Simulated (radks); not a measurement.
Values are calculated unless marked as measured or tabulated.
Excited configurations of Hg: one electron is placed in a higher orbital outside [Xe] 4f14 5d10 6s1. The ground configuration is [Hg]. Code: a radial shooting solver on a logarithmic mesh with Libxc functionals. Model: scalar-relativistic Kohn-Sham, PBE, spin-polarised, spherical densities, point nucleus; open shells are filled with parallel spins first (spin-orbit coupling, left out, can overturn this in heavy ions). Excitation = E - E(ground); binding = E(ion) - E, where the ion is the core of charge +1; n* = 1/sqrt(2 binding) in atomic units, and the quantum defect is n - n*.

[
 {"outer orbital": "5f", "excitation (eV)": "9.515", "binding (eV)": "0.967", "n*": "3.751", "eigenvalue (eV)": "-0.480", "<r> (bohr)": "16.66"},
 {"outer orbital": "6p", "excitation (eV)": "5.468", "binding (eV)": "5.013", "n*": "1.647", "eigenvalue (eV)": "-2.431", "<r> (bohr)": "4.020"},
 {"outer orbital": "7s", "excitation (eV)": "7.601", "binding (eV)": "2.880", "n*": "2.173", "eigenvalue (eV)": "-1.746", "<r> (bohr)": "7.684"},
 {"outer orbital": "7p", "excitation (eV)": "8.500", "binding (eV)": "1.982", "n*": "2.620", "eigenvalue (eV)": "-1.170", "<r> (bohr)": "10.34"},
 {"outer orbital": "7d", "excitation (eV)": "9.397", "binding (eV)": "1.084", "n*": "3.542", "eigenvalue (eV)": "-0.622", "<r> (bohr)": "18.27"}
]

The Delta-SCF ionisation energy is 10.482 eV (NIST Atomic Spectra Database: 10.438 eV, measured). Self-interaction in the functional shifts the binding energies and quantum defects, so they are the method's values and not measured ones.
